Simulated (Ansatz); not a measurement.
```yaml
crystal:
  periodic: [false, false, false]
  atoms:
    - {symbol: C, position_ang: [0.979598, 1.089566, 0.362041]}
    - {symbol: C, position_ang: [0.524619, -0.319398, 0.697146]}
    - {symbol: C, position_ang: [1.458441, -1.362352, 0.103762]}
    - {symbol: N, position_ang: [-0.841693, -0.525506, 0.228568]}
    - {symbol: Zr, position_ang: [-2.122432, 0.588760, -0.802512]}
    - {symbol: Cl, position_ang: [-2.593184, 2.546370, 0.408618]}
    - {symbol: Cl, position_ang: [-1.151577, 1.158671, -2.865032]}
    - {symbol: Cl, position_ang: [-4.015659, -0.755830, -1.070019]}
    - {symbol: H, position_ang: [0.324060, 1.839000, 0.813146]}
    - {symbol: H, position_ang: [1.001388, 1.243543, -0.721676]}
    - {symbol: H, position_ang: [1.988965, 1.263921, 0.738136]}
    - {symbol: H, position_ang: [0.529717, -0.427832, 1.790576]}
    - {symbol: H, position_ang: [2.472700, -1.235686, 0.490069]}
    - {symbol: H, position_ang: [1.128813, -2.374608, 0.351320]}
    - {symbol: H, position_ang: [1.487215, -1.269189, -0.984770]}
    - {symbol: H, position_ang: [-1.170991, -1.459419, 0.460635]}
basis:
  gaussian: {orbitals: def2-TZVP}
magnetization: {spin_polarized: true, initial_magnetization: 1}
hamiltonian: {xc: {name: HF}}
correlation: {method: ccsd_t}
accuracy: high
```

```sh
$ ansatz run in.yaml --threads 4 --pin off --events-out ev --progress --plain --max-ram 66560MiB --backend cuda --devices 0, --max-vram 37GiB
```

Output, abridged:

```
Error: a molecule whose nuclei and cores have a total charge of 96 cannot have a net charge of 0 together with 1 unpaired electrons
```

Q: Something in this input is off. What?

A: The number of unpaired electrons doesn't fit the electron count. The input was rejected before any iteration.
